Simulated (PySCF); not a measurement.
CH5BrO3Si, SMILES CO[Si](O)(O)Br. Atoms are numbered in the order given.

```xyz
11

C      2.4538    -0.8746     0.1670
O      1.1952    -1.3736    -0.2588
Si    -0.2665    -0.7460     0.1798
O     -0.4664    -0.9418     1.8112
O     -1.4822    -1.5303    -0.6241
Br    -0.3025     1.4454    -0.3537
H      2.5836    -0.9821     1.2660
H      3.2475    -1.4585    -0.3403
H      2.5806     0.1987    -0.0989
H     -1.2641    -0.5330     2.1895
H     -1.5243    -1.3569    -1.5808
```

The structure is a stationary point at PBE-D3(BJ)/def2-SVP. One conformer was computed; it need not be the lowest.

Two levels are set side by side: PBE/pcSseg-1 (PySCF) and B3LYP/pcSseg-1 (PySCF). GIAO shifts against H2O (¹⁷O), TMS (²⁹Si), TMS (¹H), TMS (¹³C) at the same level; non-relativistic, no solvent, atoms listed together averaged. Without spin–orbit terms, shifts of atoms bonded to Cl or Br come out too high at both levels. Differences are taken from unrounded values.

```csv
quantity,B3LYP,PBE,PBE minus B3LYP
δ(¹³C) of C1 (ppm),58.2,59.2,1.0
δ(¹⁷O) of O2 (ppm),62.1,72.9,10.8
δ(²⁹Si) of Si3 (ppm),-45.1,-42.4,2.7
"δ(¹H) of H7, H8, H9 (ppm)",4.26,4.32,0.05
"δ(¹H) of H10, H11 (ppm)",2.72,2.69,-0.03
```

Rough cost on one machine, each run with all the roots and properties that it gave: B3LYP against PBE within a factor of 2.
